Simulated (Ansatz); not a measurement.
GeH₄. Charge 0, multiplicity 3. Geometry B3LYP-D4/def2-TZVP, that of the neutral singlet; atoms count from 1.

```xyz
5

Ge    0.0000    0.0000    0.0000
H    -0.8256   -0.4872   -1.1996
H    -0.3670    1.4574    0.3157
H     1.4954   -0.0900   -0.3374
H    -0.3029   -0.8802    1.2213
```

At PBE0-D4/def2-TZVP a singlet of charge 0 lies 8.17 eV below the triplet at the same geometry.

Problem. Estimate the Mulliken populations from the PBE0/def2-TZVP orbitals of Ansatz.

Solution. 
```json
{"atom": "Ge1", "charge (e)": "-0.09", "spin (α − β)": "0.82"}
{"atom": "H2", "charge (e)": "0.05", "spin (α − β)": "0.06"}
{"atom": "H3", "charge (e)": "-0.06", "spin (α − β)": "0.99"}
{"atom": "H4", "charge (e)": "0.05", "spin (α − β)": "0.06"}
{"atom": "H5", "charge (e)": "0.05", "spin (α − β)": "0.06"}
```
Mulliken values depend strongly on the basis.

Problem. Where does the spin sit?

Solution. Summed by element: Ge 0.82, H 1.18, of 2 unpaired in all. Largest on single atoms: H3 0.99, Ge1 0.82, H4 0.06.
